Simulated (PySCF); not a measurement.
InH, SMILES [InH] (connectivity only; charge and spin as stated), neutral, multiplicity 1.

Coordinates come from a B3LYP-D3(BJ)/def2-TZVPD optimisation. The def2 effective core potentials stand for the cores of In; spin–orbit coupling is left out.

Computed with CAM-B3LYP/def2-TZVPD in PySCF.

The molecule is in vacuum.

```yaml
total_energy: -190.69277 hartree
point_group: C∞v
highest_occupied_level: -6.93 eV
lowest_empty_level: -0.97 eV
orbital_gap: 5.97 eV
dipole_moment: 0.98 D
quadrupole, principal values (traceless, Buckingham form, about the centre of nuclear charge): -9.77, 4.88, 4.88 D·Å
mean_static_polarisability: 51.0 bohr³ (7.56 Å³)
polarisability_principal_values: 44.4, 44.4, 64.2 bohr³
```
